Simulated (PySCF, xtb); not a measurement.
C2H4BFO2, SMILES CC(=O)B(O)F. One conformer was computed; it need not be the lowest.

Harmonic wavenumbers (cm⁻¹) from xtb 6.7.1 with GFN2-xTB at its own minimum, in rising order: 58, 110, 128, 287, 300, 413, 518, 597, 671, 682, 931, 952, 983, 1124, 1257, 1356, 1372, 1437, 1441, 1708, 3019, 3029, 3050, 3554.

**Question.** What does PySCF with PBE-D3(BJ)/def2-SVP give at its own minimum? (The exact figures need the calculation; the answer reports its results.)

**Answer.** 88, 133, 172, 325, 330, 426, 530, 634, 675, 775, 928, 952, 1020, 1144, 1295, 1356, 1371, 1380, 1486, 1701, 2964, 3043, 3099, 3512. Paired by order, the mean absolute difference is 29 cm⁻¹ and the zero-point energies are 41.4 and 41.9 kcal/mol.
